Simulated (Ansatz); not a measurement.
Reaction (formal exchange of groups at the Si–N bond): `C[N]([GeH3])[SiH2]F` + `OCS` → `OC(S)[SiH2]F` + `C[NH][GeH3]`

Computed with Ansatz on PBE0-D4/def2-TZVP structures; ΔE is electronic, products minus reactants. CCSD(T)/CBS is the MP2 limit (def2-TZVPP, def2-QZVPP) plus CCSD(T) − MP2 in def2-TZVPP, frozen cores. Functionals use def2-TZVPP. B3LYP here is the variant with VWN-RPA as its local correlation; programs differ in this. For Ge outer-core shells are correlated without core-valence functions, which leaves a few kJ/mol of doubt a bond. Scalar relativity is left out up to krypton. One conformer a species, not always the lowest.

`C[N]([GeH3])[SiH2]F`:

```xyz
13

C     0.258    1.187   -0.936
N     0.124    0.067   -0.010
Ge   -1.207    0.251    1.259
Si    0.972   -1.378   -0.284
F     0.295   -2.320   -1.394
H     0.362    2.134   -0.395
H    -0.601    1.276   -1.611
H     1.153    1.068   -1.554
H    -0.905    1.525    2.069
H    -1.191   -1.001    2.142
H    -2.569    0.414    0.557
H     2.319   -1.058   -0.814
H     0.990   -2.164    0.970
```

`OCS`:

Cartesian coordinates in Å:
```
O 0.003 0.367 1.188
C -0.291 0.148 -0.169
S 0.152 -1.522 -0.648
H -0.210 1.282 1.397
H -1.366 0.216 -0.375
H 0.231 0.860 -0.817
H 1.482 -1.351 -0.575
```

`OC(S)[SiH2]F`:

```xyz
10

O    -0.840   -1.479    0.041
C     0.005   -0.502   -0.506
S    -0.809    0.637   -1.664
Si    0.814    0.482    0.884
F    -0.267    1.501    1.480
H    -1.362   -1.865   -0.671
H     0.801   -0.943   -1.126
H    -1.531    1.311   -0.752
H     1.249   -0.404    1.989
H     1.942    1.262    0.325
```

`C[NH][GeH3]`:

Z-matrix (Å, degrees):
```
C
N 1 1.450
H 1 1.100 2 114.8
H 1 1.094 2 110.2 3 121.9
H 1 1.094 2 109.5 3 -120.8
Ge 2 1.838 1 118.0 3 67.0
H 2 1.010 1 111.6 3 -66.0
H 6 1.549 2 113.3 1 -56.3
H 6 1.536 2 107.2 1 -177.3
H 6 1.537 2 107.0 1 63.0
```

(1) Is it downhill or uphill in electronic energy at CCSD(T)/CBS, and by how much? (An estimate is asked.)

(2) What do these levels give: r2SCAN-D4, ωB97M-V, B3LYP, HF/def2-TZVPP, MP2/def2-TZVPP, CCSD/def2-TZVPP, CCSD(T)/def2-TZVPP, MP2/def2-QZVPP, SCS-MP2/def2-QZVPP, HF/CBS(def2), MP2/CBS(def2), CCSD/CBS(def2)? (Estimate.)

Largest T1 diagnostic among the species: 0.012.

Results:

(1) The calculation gave: Uphill: ΔE = +82.9 kJ/mol.

(2) Ansatz gave: r2SCAN-D4 75.9, ωB97M-V 79.8, B3LYP 77.8, HF/def2-TZVPP 89.9, MP2/def2-TZVPP 86.7, CCSD/def2-TZVPP 85.8, CCSD(T)/def2-TZVPP 84.5, MP2/def2-QZVPP 86.3, SCS-MP2/def2-QZVPP 87.0, HF/CBS(def2) 91.4, MP2/CBS(def2) 85.2, CCSD/CBS(def2) 84.3 kJ/mol.

From PBE to PBE0 (25 % exact exchange), in def2-TZVPP and without D4, ΔE moves by +5.5 kJ/mol. In def2-TZVPP, CCSD(T) changes the Hartree–Fock value by −5.4 kJ/mol (the triples alone add −1.4 kJ/mol) and MP2 by −3.1 kJ/mol.
